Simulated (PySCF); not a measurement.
**Correlation energy of N (nitrogen, neutral)**

[He] 2s2 2p3, high-spin 4S determinant. Computed with PySCF 2.14 in aug-cc-pwCVTZ, with no relativity, point nucleus. Frozen: nothing; 7 electrons correlated.

```tsv
level	correlation energy (mhartree)
CCSD	-165.29
(T)	-2.95
CCSD(T)	-168.24
```

Diagnostics: T1 = 0.0058, D1 = 0.0154, largest double amplitude 0.028.

Cost of the coupled-cluster step: of the order of 2.5 core-seconds, for 7 correlated electrons.
